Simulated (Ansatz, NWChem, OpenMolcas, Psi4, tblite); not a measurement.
# Redistribution: CH2Br2 + C2H5I → CH2BrI + C2H5Br

Gas-phase species: CH2Br2 (dibromomethane) `BrCBr`, singlet; C2H5I (iodoethane) `CCI`, singlet; CH2BrI (bromoiodomethane) `BrCI`, singlet; C2H5Br (bromoethane) `CCBr`, singlet. The partners trade Br for I; both sit on C, so the bond types are kept.

Shapes, held fixed at every level: PBE0-D4/def2-TZVP. Programs: Ansatz 0.2.0, NWChem 7.3.0, OpenMolcas 26.06, Psi4 1.11, tblite 0.8.0. A level may come from different programs for different species; with the same settings they agree closely. The zero-point and thermal change to 298 K, harmonic and unscaled (PBE0-D4/def2-TZVP), is 0.0 kJ/mol.

```tsv
level	kind	ΔH(298 K) (kJ/mol)	less CCSD(T)/def2-TZVPP
GFN2-xTB	semi-empirical	-2.6	-1.5
HF/def2-SVP	Hartree–Fock	-1.6	-0.5
SPW92/def2-TZVPP	LDA	-0.5	+0.6
BHLYP-D4/def2-TZVPP	global hybrid	-2.2	-1.1
r2SCAN0-D4/def2-TZVPP	global hybrid	-1.1	0.0
wB97X-V/def2-TZVPP	range-separated hybrid	-1.7	-0.6
CCSD(T)/def2-SVP	coupled cluster or CI	-0.6	+0.5
CCSD(T)/def2-TZVPP	coupled cluster or CI	-1.1	0.0
```

The highest level, CCSD(T)/def2-TZVPP, gives ΔH(298 K) = -1.1 kJ/mol; the levels span -2.6 to -0.5. That is about zero within the method's error. The column of differences is taken from that level and isn't an error. No measured value is set beside it here. For atoms past krypton def2 sets carry core potentials with scalar relativity. Relativity is left out for Br. Outer-core shells of Br, I are correlated, in sets that cover them unevenly.
